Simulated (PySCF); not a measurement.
## Electric field gradients and quadrupole coupling constants

Species: Si(OH)4.
Structure used (PBE0-D3(BJ)/def2-SVP), in Å, numbered top down from 1:
```
atom  x, y, z in Å
Si1    0.0145   -0.0065   -0.0018
O2    -0.0053    0.0854    1.6433
H3    -0.8140    0.4403    2.0234
O4     1.6020   -0.0437   -0.4428
H5     2.1955    0.4610    0.1207
O6    -0.8623    1.2782   -0.5463
H7    -1.2237    1.1776   -1.4317
O8    -0.6756   -1.3476   -0.6640
H9    -0.0984   -2.1142   -0.7264
```

Field gradients from the PBE0/pcSseg-1 density (PySCF, non-relativistic), principal values in atomic units, ordered |Vxx| ≤ |Vyy| ≤ |Vzz|:

```csv
atom,Vxx,Vyy,Vzz
O2,-0.3296,-1.1486,1.4782
O4,-0.3283,-1.1495,1.4779
O6,-0.3288,-1.1483,1.4771
O8,-0.3301,-1.1477,1.4778
```

Question: Find the asymmetry η = (Vxx − Vyy)/Vzz and the couplings χ = eQV/h (234.96 MHz × Q in barn × V in au), with Q(17O) = −0.0256 b.

Answer: 
```
atom                environment  nucleus     η  χzz (MHz)  χxx (MHz)  χyy (MHz)
  O2  oxygen bonded to Si and H      17O  0.55      -8.89       1.98       6.91
  O4  oxygen bonded to Si and H      17O  0.56      -8.89       1.98       6.91
  O6  oxygen bonded to Si and H      17O  0.55      -8.88       1.98       6.91
  O8  oxygen bonded to Si and H      17O  0.55      -8.89       1.99       6.90
```

The tensor is traceless: Vxx + Vyy + Vzz = 0.

Question: What is Vzz at O2 in SI units (1 au = 9.71736 × 10²¹ V/m²)?

Answer: 1.4782 au = 14.364 × 10²¹ V/m².

Question: And the gradient at the other heavy atoms, for which no coupling is worked out here?

Answer: 
```csv
atom,environment,Vzz (au),η
Si1,silicon bonded to 4 O,0.091,0.02
```

Question: What couplings would deuterons (Q(2H) = 0.00286 b) have in place of the hydrogens, at this geometry?

Answer: 
| atom | bonded to | bond length (Å) | Vzz (au) | η | χzz (kHz) |
| --- | --- | --- | --- | --- | --- |
| H3 | O2 | 0.961 | 0.4833 | 0.07 | 325 |
| H5 | O4 | 0.962 | 0.4831 | 0.07 | 325 |
| H7 | O6 | 0.962 | 0.4827 | 0.07 | 324 |
| H9 | O8 | 0.962 | 0.4828 | 0.07 | 324 |

Geometry: PBE0-D3(BJ)/def2-SVP; no solvent, vibrations or thermal averaging. The small basis limits the accuracy of the gradients.
